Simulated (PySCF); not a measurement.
# Dipole moment and polarisability of `[SiH3]OC1=NCCC1`

Compound: C4H9NOSi.
Numbering: `[SiH3:1][O:2][C:3]1=[N:4][CH2:5][CH2:6][CH2:7]1` (hydrogens: H8, H9, H10 on Si1; H11, H12 on C5; H13, H14 on C6; H15, H16 on C7)

Cartesian coordinates in Å at the GFN2-xTB level; atoms count from 1:
```xyz
16
C4H9NOSi angstrom
Si     2.8953   -0.2450   -0.0243
O      1.4190   -0.8687   -0.4270
C      0.2748   -0.2845   -0.1359
N      0.1860    0.8097    0.4913
C     -1.2005    1.1651    0.6665
C     -2.0468    0.1311   -0.1233
C     -1.0287   -0.9338   -0.5440
H      3.7104   -1.3179   -0.5818
H      3.0051   -0.1167    1.4243
H      3.0811    1.0406   -0.6876
H     -1.4251    1.1472    1.7368
H     -1.3506    2.1875    0.3135
H     -2.8417   -0.2806    0.4945
H     -2.4996    0.6014   -0.9948
H     -1.1497   -1.8767   -0.0076
H     -1.0366   -1.1496   -1.6122
```

Level: wB97X-D/def2-SVPD (PySCF), static field, nuclei fixed, core orbitals frozen in the response. The polarisability tensor in these axes (au):

```
x   93.82 -5.21 -1.70
y   -5.21 77.36  7.02
z   -1.70  7.02 68.99
```

Task: Diagonalise the tensor; give its mean and Δα, where Δα² is half the sum of the squared differences of the eigenvalues.

Result: Principal values 64.96, 79.36 and 95.84 au; mean 80.06 au = 11.86 Å³ = 13.20 × 10⁻⁴⁰ C²·m²/J; Δα = 26.76 au (33 % of the mean).

Task: What is the dipole moment, and where does it point?

Result: (-1.22, -0.59, -0.36) D, 1.40 D in size, pointing from the negative to the positive side. Measured along this direction, the outermost atoms are H10 and H9 at the negative end and H13 at the positive end.

Task: Refractivity n − 1 of an ideal gas of it at 298.15 K and 1 atm, from the electronic α?

Result: N = p/kT = 2.4615 × 10¹⁹ cm⁻³, so n − 1 = 2π × N × 11.86 × 10⁻²⁴ cm³ = 1835 × 10⁻⁶ at long wavelengths.

Task: Estimate the molar refractivity from the static electronic polarisability.

Result: Lorentz–Lorenz: R = (4π/3)N_A α = 2.5225 cm³/(mol·Å³) × 11.86 Å³ = 29.9 cm³/mol, in the limit of long wavelengths.

Task: Find the Langevin capture rate constant for O2+ (31.990 u) meeting this molecule (115.045 u), k = 2.342 × 10⁻⁹ cm³/s × √(α in Å³ / reduced mass in u).

Result: The reduced mass is 25.03 u, so k = 1.61 × 10⁻⁹ cm³/s. The formula leaves out the permanent dipole, which adds to the capture rate.

One conformer (not necessarily the lowest) at the GFN2-xTB geometry, without solvent, vibrations or thermal averaging.
